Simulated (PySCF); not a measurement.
## Core-level binding energies of metal hydrosulfide

Compound: metal hydrosulfide, HKS.
Structure used (PBE0-D3(BJ)/def2-SVP), in Å, numbered top down from 1:
```
atom  x, y, z in Å
S1    -0.6465    0.7226   -0.0100
K2     1.9795   -0.2716   -0.0146
H3    -1.3100   -0.4561   -0.0005
```

Theory: delta-SCF UKS SCAN, pcX-2 on the ionised atom, pcseg-1 elsewhere, spin-free X2C (PySCF). These are vertical core ionisation energies against the vacuum level, from separate self-consistent calculations with and without the core hole.

Task: List the computed XPS lines with their assignment.

Result: 
```
atom(s)               environment  level  binding energy (eV)  count
     S1  sulfur bonded to K and H   S 1s              2473.64      1
```

Task: Give the binding energy of S 1s of S1 in hartree and in kJ/mol.

Result: 2473.64 eV = 90.9046 Eh = 238670 kJ/mol.

Task: Which photon energy gives electrons from S 1s of S1 a kinetic energy of 100 eV, and what is their de Broglie wavelength?

Result: hν = 2473.64 + 100 = 2573.64 eV, recoil neglected; λ = 12.264 Å/√(E/eV) = 1.23 Å.

Not every level is listed. No level of potassium is listed. Geometry: PBE0-D3(BJ)/def2-SVP; no solvent, vibrations or thermal averaging.
